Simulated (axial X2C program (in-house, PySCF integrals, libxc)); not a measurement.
# Working with the constants of KCl⁺

A bond curve at the CCSD(T) level, two-component, was computed with an in-house relativistic program for diatomic molecules (basis K dyall-cv3z [11s12p6d3f], Cl dyall-av3z [9s8p3d2f] (cores contracted in-house)) for the state Ω = 3/2 (⟨Sz⟩ = 0.50, ⟨Lz⟩ = 1.00 at HF). Its fit gives Re = 3.2602 Å, ωe = 100.4 cm⁻¹, ωexe = 1.96 cm⁻¹ and αe = 1.683e-03 cm⁻¹; the masses are 38.9637 and 34.9689 u. Two-component means X2C with spin–orbit coupling and atomic mean-field Coulomb and Gaunt terms.

Correlated methods: 15 electrons correlated (number of frozen shells: K 2 s, 1 p; Cl 2 s, 1 p), 237 virtual spin orbitals or spinors in MP2, 90 natural virtuals in coupled cluster.

Question: Find the reduced mass, Be and the force constant.

Answer: From the CCSD(T) values: μ = 18.4292 u. Be = 16.8576/(μ Re²) = 0.08606 cm⁻¹. k = 5.8918×10⁻⁷ μ ωe² = 0.109 mdyn/Å.

Question: A Morse curve ties αe to the other constants (Pekeris). How well does that hold?

Answer: αe(Morse) = 6Be²/ωe × (√(ωexe/Be) − 1) = 1.670e-03 cm⁻¹; the CCSD(T) curve gives 1.683e-03 cm⁻¹, a ratio of 0.99.

Question: Estimate the centrifugal constant by the Kratzer relation.

Answer: D = 4Be³/ωe² = 2.53e-07 cm⁻¹.

Question: Estimate De from a Morse curve and compare with the computed well depth of 0.199 eV to K+ + Cl.

Answer: De(Morse) = ωe²/(4ωexe) = 0.159 eV against 0.199 eV computed, a ratio of 0.80. The extrapolation falls short: long-range attraction (ionic or ion–induced dipole) or a change of character along the curve can cause this.

Question: Where do the fundamental and the first overtone lie?

Answer: ν(1←0) = ωe − 2ωexe = 96.5 cm⁻¹; ν(2←0) = 2ωe − 6ωexe = 189.0 cm⁻¹.

Occupations by symmetry block were frozen at the best pattern of an incomplete PBE0 search. Dissociation energies refer to the lowest single-determinant-based atoms at the same level and basis. Coupled cluster ran in a truncated set of natural virtual spinors; the MP2 energy of the rest was added. (T) has no such correction and the atoms are truncated less, which lowers De at CCSD(T) by a hundredth of an eV or more. PBE0 can misorder states that lie within some tenths of an eV, so this need not be the ground state of the molecule. The nearest other 2c determinant of the search, Ω = 1/2, lies 0.07 eV up at the distance of the search. The bond is weak, and without diffuse functions and with truncated virtuals even CCSD(T) can be tens of per cent off in De.
